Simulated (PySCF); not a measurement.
An unknown is described by computed data only.

Formula: C7H5FO2.

| Property | Result |
| --- | --- |
| Rotational structure | rotational constants A, B, C: 3.902, 0.779, 0.650 GHz [GFN2-xTB] |
| 13C NMR | chemical shifts (computed TMS as zero) by class: 176.7 (1 C), 169.9 (1 C), 140.2 (2 C), 128.8 (1 C), 121.1 (2 C) ppm [GIAO PBE0/pcSseg-1] |
| 1H NMR | chemical shifts (computed TMS as zero) by class: 8.60 (2 H), 7.44 (2 H), 6.34 (1 H) ppm [GIAO PBE0/pcSseg-1] |
| NMR, other nuclei | isotropic shieldings of nuclei other than C and H, by class: -76 (1 O), 138 (1 O), 276 (1 F) ppm [GIAO PBE0/pcSseg-1] |
| Dipole | 1.50 D [PBE0/pcSseg-1] |

Electronic properties: PySCF, gas phase, density fitting. Levels stand in brackets. The structure is a single GFN2-xTB conformer in the gas phase; no vibrational or solvent corrections. Each NMR value is the plain mean over a class of atoms that symmetry, rotation or inversion makes alike.

Question: What is the compound? Reason from the data.

Answer: Numbering: `[O:1]=[C:2]([OH:3])[c:4]1[cH:5][cH:6][c:7]([F:8])[cH:9][cH:10]1`. Its formula, C7H5FO2, gives 5 degrees of unsaturation: 1 ring and 4 π bonds in the structure found (Kekulé form). 7 carbons fall into 5 classes; from least to most shielded: aromatic C–F carbon [C7] (176.7 ppm), carboxylic acid carbon [C2] (169.9 ppm), aromatic CH carbon [C5/C10] (140.2 ppm, 2 C), substituted aromatic carbon [C4] (128.8 ppm), aromatic CH carbon [C6/C9] (121.1 ppm, 2 C). Hydrogen classes from least to most shielded: 2 H on 2 aromatic CH carbons, C5/C10 (8.60 ppm), 2 H on 2 aromatic CH carbons, C6/C9 (7.44 ppm), 1 H on an acid hydroxyl oxygen, O3 (6.34 ppm). The other shieldings belong to: -76 ppm, acid carbonyl oxygen [O1]; 138 ppm, acid hydroxyl oxygen [O3]; 276 ppm, aryl fluorine [F8]. The optimised geometry has point group Cs and is an asymmetric top. Structure: `C(O)(=O)c1ccc(F)cc1`. Computed isomers that give other values at the same levels: `O=C(O)c1cccc(F)c1` (13C chemical shifts (computed TMS as zero) by class: 172.6 (1 C), 169.9 (1 C), 135.5 (1 C), 135.4 (1 C), 133.3 (1 C), 126.9 (1 C), 123.8 (1 C) ppm); `O=C(O)c1ccccc1F` (13C chemical shifts (computed TMS as zero) by class: 173.6 (1 C), 169.6 (1 C), 141.5 (1 C), 141.4 (1 C), 128.8 (1 C), 123.0 (1 C), 121.0 (1 C) ppm); `C=Cc1ccoc1C(=O)F` (13C chemical shifts (computed TMS as zero) by class: 157.4 (1 C), 153.6 (1 C), 147.8 (1 C), 140.7 (1 C), 134.7 (1 C), 128.3 (1 C), 115.9 (1 C) ppm). The assignments are read from this structure; whether some other isomer fits the data as well wasn't checked.

Conformer computed: `[O:1]=[C:2]([OH:3])[c:4]1[cH:5][cH:6][c:7]([F:8])[cH:9][cH:10]1`: O1–C2–C4–C5 0°, H–O3–C2–O1 0°.
